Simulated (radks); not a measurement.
Species: Ho II. Configuration: [Xe] 4f11 6s1. All-electron calculation, Dirac Kohn-Sham, XLYP, spin-unpolarised, spherical densities, point nucleus; open shells fill j = l - 1/2 first. Program: a radial shooting solver on a logarithmic mesh with Libxc functionals. Some entries of the table are withheld. Estimate them.

| orbital | occ. | eigenvalue (hartree) | <1/r> (bohr^-1) |
|---|---|---|---|
| 1s1/2 | 2 | (1) | (2) |
| 2s1/2 | 2 | -340.8629 | 18.26 |
| 2p1/2 | 2 | -324.4232 | 18.23 |
| 2p3/2 | 4 | -292.9147 | 15.89 |
| 3s1/2 | 2 | -76.29465 | 6.676 |
| 3p1/2 | 2 | -69.10661 | 6.591 |
| 3p3/2 | 4 | -62.52621 | 5.993 |
| 3d3/2 | 4 | -50.20913 | (3) |
| 3d5/2 | 6 | -48.77140 | (4) |
| 4s1/2 | 2 | -15.24795 | 2.792 |
| 4p1/2 | 2 | -12.39537 | 2.683 |
| 4p3/2 | 4 | -10.91874 | 2.477 |
| 4d3/2 | 4 | -6.22549 | 2.255 |
| 4d5/2 | 6 | -5.95771 | 2.204 |
| 5s1/2 | 2 | -2.08253 | 1.044 |
| 5p1/2 | 2 | -1.31569 | 0.9131 |
| 5p3/2 | 4 | -1.13124 | 0.8388 |
| 4f5/2 | 6 | -0.36549 | 1.612 |
| 6s1/2 | 1 | -0.33179 | (5) |
| 4f7/2 | 5 | -0.32964 | 1.584 |
| 5d3/2 | 0 | (6) | (7) |
| 5d5/2 | 0 | (8) | (9) |
| 6p1/2 | 0 | -0.21273 | 0.2710 |
| 6p3/2 | 0 | -0.19774 | 0.2552 |

Answer. 
(1) 1s1/2 eigenvalue (hartree): -2037.874
(2) 1s1/2 <1/r> (bohr^-1): 76.09
(3) 3d3/2 <1/r> (bohr^-1): 5.877
(4) 3d5/2 <1/r> (bohr^-1): 5.730
(5) 6s1/2 <1/r> (bohr^-1): 0.3436
(6) 5d3/2 eigenvalue (hartree): -0.25440
(7) 5d3/2 <1/r> (bohr^-1): 0.4749
(8) 5d5/2 eigenvalue (hartree): -0.24473
(9) 5d5/2 <1/r> (bohr^-1): 0.4588
